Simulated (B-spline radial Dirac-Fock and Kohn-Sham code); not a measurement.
Z = 54 (xenon), transition energy 20 keV. Method: a Dirac-Hartree-Slater potential of the neutral atom with a Latter tail (no hole, which puts coefficients of high multipoles low close above an edge), finite nucleus with surface currents. Computed with a B-spline atomic structure program. The K shell is not open to conversion at this energy. Subshells that would emit electrons below 1 keV are left out.

Question: A pure transition shows α(L) = 1.05e+07, L1/L2 = 0.0131 and L1/L3 = 0.00903. What is its multipolarity?
A. E1
B. E3
C. E2
D. E4
E. M3
F. M4
G. M1
H. M2

Answer: D. For comparison, α(L), L1/L2, L1/L3 are E1 2.42, 1.80, 1.13; E2 1090, 0.00273, 0.00183; E3 160000, 0.0107, 0.00733; M1 10.7, 11.4, 48.1; M2 1510, 13.4, 1.99; M3 220000, 11.4, 0.229; M4 1.84e+07, 9.18, 0.0799.
